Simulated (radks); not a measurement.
The numbers below are computed, except where a source is named.
Question: Ionisation of Tb, [Xe] 4f9 6s2, to Tb+, [Xe] 4f9 6s1, under several functionals. Scalar-relativistic Kohn-Sham, spin-polarised, spherical densities, point nucleus; open shells are filled with parallel spins first (spin-orbit coupling, left out, can overturn this in heavy ions); a radial shooting solver on a logarithmic mesh with Libxc functionals. Known Delta-SCF values: HCTH/407 6.271 eV; SOGGA 5.722 eV; B86b exchange with PBE correlation 5.871 eV. What does Wu-Cohen GGA give, and what is its highest occupied eigenvalue?

Answer: 5.767 eV by Delta-SCF; the 4f eigenvalue is -0.955 eV. NIST: 5.864 eV (measured).
